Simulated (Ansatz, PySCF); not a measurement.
Pair of molecules: boric acid (SMILES OB(O)O) (first 7 atoms) with H2O (SMILES O); geometry from B3LYP-D3(BJ)/def2-TZVP.
(charge 0, multiplicity 1):
```xyz
10

O      0.48813    -0.25236    -1.40220
B      0.21300    -0.13651    -0.06670
O      0.60554     1.00679     0.59680
O     -0.44347    -1.17900     0.53079
H      0.94910     0.52239    -1.73633
H      0.36812     0.99666     1.53253
H     -0.60128    -1.02357     1.46970
O     -0.47296     0.11742     3.18890
H     -1.27668     0.47406     3.58302
H      0.07654    -0.18708     3.91955
```

Counterpoise-corrected where a basis set is named; no monomer relaxation. Rows marked so take none.

Rows in 6-31G* carry no dispersion term and start afresh at each structure (6-31G* with six Cartesian d functions).

Run with Ansatz (a program for electronic structure) with Gaussian orbitals; PySCF for 6-31G* rows, the dispersion terms. Values without a source in brackets are computed.

### Question
One of these levels gives -538.3 meV for the interaction energy. Name it.
A. HF/6-31G* (no counterpoise)
B. revPBE-D3(BJ)/def2-TZVPPD
C. B3LYP/6-31G* (no counterpoise)
D. BHLYP/def2-TZVPPD

### Answer
C, B3LYP/6-31G* (no counterpoise). The others give -458.0 (HF/6-31G* (no counterpoise)), -329.8 (revPBE-D3(BJ)/def2-TZVPPD), -380.7 (BHLYP/def2-TZVPPD)
